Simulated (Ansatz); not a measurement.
Compare A (`F[SiH2]N[Si](F)(Cl)Cl`) with its isomer B (`F[SiH](F)N[SiH](Cl)Cl`).

Computed with Ansatz on PBE0-D4/def2-TZVP structures; ΔE is electronic, products minus reactants. CBS: MP2 limit from def2 TZ/QZ plus the TZ coupled-cluster correction, frozen cores. DFT in def2-TZVPP. B3LYP here is the variant with VWN-RPA as its local correlation; programs differ in this. Each species was taken in one conformer, which may not be the lowest.

(1) Which is lower in electronic energy at CCSD(T)/CBS, and by how much? (Estimate.)

(2) Give E(B) − E(A) in kJ/mol with r2SCAN-D4, HF/def2-TZVPP, CCSD(T)/def2-TZVPP, B3LYP, B3LYP-D4, ωB97M-V, PBE0-D4. (An estimate is asked.)

Largest T1 diagnostic: 0.011.

Results:

(1) Ansatz gave: B, by 12.5 kJ/mol.

(2) The calculation gave: r2SCAN-D4 -10.9, HF/def2-TZVPP -11.9, CCSD(T)/def2-TZVPP -11.5, B3LYP -10.2, B3LYP-D4 -10.9, ωB97M-V -11.0, PBE0-D4 -11.2. None reverses the order clearly.
